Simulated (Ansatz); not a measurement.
C$_{9}$H$_{21}$Al (`C[CH](C)[Al]([CH](C)C)[CH](C)C`). Charge 0, multiplicity 1. The structure was optimised at the PBE0-D4/def2-TZVP level. It is one conformer, not always the lowest.

```xyz
31

C     0.730    2.604    0.687
C     0.968    1.514   -0.365
C     0.578    2.013   -1.753
Al    0.053   -0.137    0.230
C    -1.839   -0.488   -0.236
C    -2.759    0.718   -0.064
C    -1.927   -1.032   -1.666
C     1.013   -1.465    1.341
C     0.815   -2.884    0.801
C     2.493   -1.159    1.551
H     1.065    2.305    1.686
H    -0.331    2.867    0.763
H     1.265    3.528    0.434
H     2.045    1.295   -0.370
H     1.107    2.941   -2.009
H    -0.492    2.231   -1.819
H     0.807    1.285   -2.537
H    -2.189   -1.281    0.440
H    -3.794    0.476   -0.339
H    -2.452    1.556   -0.699
H    -2.779    1.086    0.967
H    -1.336   -1.943   -1.806
H    -2.962   -1.276   -1.938
H    -1.574   -0.298   -2.399
H     0.517   -1.423    2.324
H     1.264   -3.634    1.463
H    -0.242   -3.142    0.687
H     1.287   -3.011   -0.180
H     3.045   -1.180    0.605
H     2.970   -1.894    2.212
H     2.655   -0.171    1.991
```

(1) What is the dipole moment at PBE/def2-TZVPP? (Best estimate.)

(2) And with r2SCAN, B3LYP, ωB97M-V? (Best estimate.)

(3) Give the Mulliken charges with PBE, B3LYP, ωB97M-V in def2-TZVPP. (Best estimate.)

Results:

(1) Ansatz gave: 0.21 D, with components (0.02, -0.08, 0.19) D in this frame, pointing from negative to positive charge.

(2) Computed: r2SCAN 0.20 D, B3LYP 0.21 D, ωB97M-V 0.21 D.

(3) The calculation gave: 
```csv
atom,PBE,B3LYP,ωB97M-V
C1,-0.30,-0.31,-0.35
C2,-0.03,-0.05,-0.19
C3,-0.27,-0.28,-0.35
Al4,0.32,0.43,0.52
C5,-0.03,-0.04,-0.20
C6,-0.28,-0.29,-0.35
C7,-0.30,-0.31,-0.35
C8,-0.06,-0.08,-0.21
C9,-0.29,-0.30,-0.36
C10,-0.26,-0.28,-0.35
H11,0.08,0.08,0.11
H12,0.09,0.09,0.11
H13,0.07,0.07,0.11
H14,0.05,0.05,0.09
H15,0.07,0.07,0.11
H16,0.08,0.08,0.11
H17,0.08,0.08,0.11
H18,0.04,0.04,0.08
H19,0.07,0.07,0.11
H20,0.08,0.08,0.11
H21,0.08,0.08,0.11
H22,0.08,0.08,0.11
H23,0.07,0.07,0.11
H24,0.09,0.09,0.11
H25,0.04,0.03,0.08
H26,0.07,0.07,0.11
H27,0.09,0.09,0.11
H28,0.08,0.07,0.11
H29,0.07,0.07,0.11
H30,0.07,0.07,0.11
H31,0.08,0.08,0.10
```

B3LYP here is the variant with VWN-RPA as its local correlation; programs differ in this.
